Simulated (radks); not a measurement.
Ge3+, 29 electrons, occupied as [Ar] 3d10 4s1 (the NIST ground configuration). Calculated with a radial shooting solver on a logarithmic mesh with Libxc functionals: scalar-relativistic Kohn-Sham, PBEsol, spin-polarised, spherical densities, point nucleus; open shells are filled with parallel spins first.

Normalised radial functions P(r) = r R(r), r in bohr:

```
   r/bohr * 3d up, o 3d down (the largest magnitude, 1.15, reaches the edge; | marks zero, & curves that meet)
 0.002327 &
  0.00303 &
 0.003914 &
 0.005097 &
 0.006637 &
 0.008642 &
  0.01116 &
  0.01454 &
  0.01893 &
  0.02445 &
  0.03184 |&
  0.04146 |&
  0.05355 | &
  0.06973 |   &
   0.0908 |      &
   0.1182 |          &
   0.1527 |                 &
   0.1989 |                          *o
    0.259 |                                     &
   0.3345 |                                               &
   0.4356 |                                                     *o
   0.5672 |                                                      &
   0.7326 |                                                &
    0.954 |                                     &
    1.242 |                         &
    1.617 |             o*
    2.089 |      &
    2.721 | &
    3.543 |&
    4.576 &
    5.959 &
```

3d up: eigenvalue -63.215 eV, 0 radial nodes, <r> = 0.728 bohr, 90 % of the charge inside 1.23 bohr. 3d down: eigenvalue -62.927 eV, 0 radial nodes, <r> = 0.721 bohr, 90 % of the charge inside 1.21 bohr.
